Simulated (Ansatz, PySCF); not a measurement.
This PySCF input computes a PBE0/def2-TZVPD energy:

```python
from pyscf import gto, scf, dft

mol = gto.M(
    atom='''
    O    -0.70682561   -1.23878399   -0.03284391
    S     0.00000000   -0.00000000    0.00000000
    O    -0.71953190    1.23187070    0.00594747
    O     1.42635751    0.00691329    0.02689644
    ''',
    basis='def2-tzvpd',
    charge=0,
    spin=0,
    verbose=4,
)

mf = dft.RKS(mol, xc='pbe0').density_fit(auxbasis='def2-universal-jkfit')
mf.grids.level = 3
mf.conv_tol = 1e-9
mf.max_cycle = 100
mf.max_memory = 1500
mf.kernel()
if not mf.converged:
    mf = mf.newton()
    mf.kernel(mf.make_rdm1())
mf.analyze()
```

Q: Write an input for the same energy in Ansatz (a first-principles code) and say what it gives.

A: 
Ansatz 0.2 input:
```yaml
crystal:
  periodic: [false, false, false]
  atoms:
    - {symbol: O, position_ang: [-0.70682561, -1.23878399, -0.03284391]}
    - {symbol: S, position_ang: [0.00000000, -0.00000000, 0.00000000]}
    - {symbol: O, position_ang: [-0.71953190, 1.23187070, 0.00594747]}
    - {symbol: O, position_ang: [1.42635751, 0.00691329, 0.02689644]}
basis:
  gaussian:
    orbitals: def2-TZVPD
hamiltonian:
  xc: {name: PBE0}
output: {forces: true}
```
It gives -623.57057 Eh, and PySCF -623.57053 Eh, a difference of 0.04 mEh, from the treatment of integrals and grids.
